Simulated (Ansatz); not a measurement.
```yaml
crystal:
  periodic: [false, false, false]
  atoms:
    - {symbol: N, position_ang: [5.925689, -0.642182, 0.078729]}
    - {symbol: C, position_ang: [4.766915, -0.515803, 0.068325]}
    - {symbol: C, position_ang: [3.344762, -0.361128, 0.053530]}
    - {symbol: C, position_ang: [2.635255, -0.459470, -1.160605]}
    - {symbol: C, position_ang: [1.252673, -0.308316, -1.168340]}
    - {symbol: C, position_ang: [0.548253, -0.058099, 0.022520]}
    - {symbol: C, position_ang: [-0.928944, 0.101436, -0.004407]}
    - {symbol: C, position_ang: [-1.870533, 0.379362, 1.200089]}
    - {symbol: C, position_ang: [-2.796083, 0.302109, -0.049908]}
    - {symbol: C, position_ang: [-4.230699, 0.456934, -0.078132]}
    - {symbol: N, position_ang: [-5.388068, 0.581185, -0.102556]}
    - {symbol: C, position_ang: [-1.745331, 1.171016, -0.798835]}
    - {symbol: C, position_ang: [-1.980184, -0.945725, -0.494129]}
    - {symbol: C, position_ang: [1.261972, 0.038103, 1.227056]}
    - {symbol: C, position_ang: [2.647180, -0.111324, 1.250170]}
    - {symbol: H, position_ang: [3.179790, -0.654401, -2.087709]}
    - {symbol: H, position_ang: [0.706517, -0.384868, -2.113594]}
    - {symbol: H, position_ang: [-1.989074, -0.431190, 1.936712]}
    - {symbol: H, position_ang: [-1.789329, 1.368857, 1.677546]}
    - {symbol: H, position_ang: [-1.741824, 1.085264, -1.896985]}
    - {symbol: H, position_ang: [-1.643966, 2.214163, -0.460667]}
    - {symbol: H, position_ang: [-1.992380, -1.172270, -1.572010]}
    - {symbol: H, position_ang: [-2.094954, -1.849668, 0.124340]}
    - {symbol: H, position_ang: [0.722709, 0.232443, 2.158945]}
    - {symbol: H, position_ang: [3.199653, -0.036470, 2.189925]}
basis:
  gaussian: {orbitals: def2-TZVP}
magnetization: {spin_polarized: true, initial_magnetization: 2}
hamiltonian: {xc: pbe0, dispersion: d4}
scf: {omitted_lower_state_checks: [starts]}
output: {orbitals: {seedname: orbitals}}
```

```sh
$ ansatz run in.yaml --threads 4 --pin off --events-out ev --progress --plain --max-ram 6963MiB
```

Task: Does this run fit into the memory that it is given?

Result: No. It has 525 basis functions, and Ansatz plans for 8 GiB where 7 GiB are given.
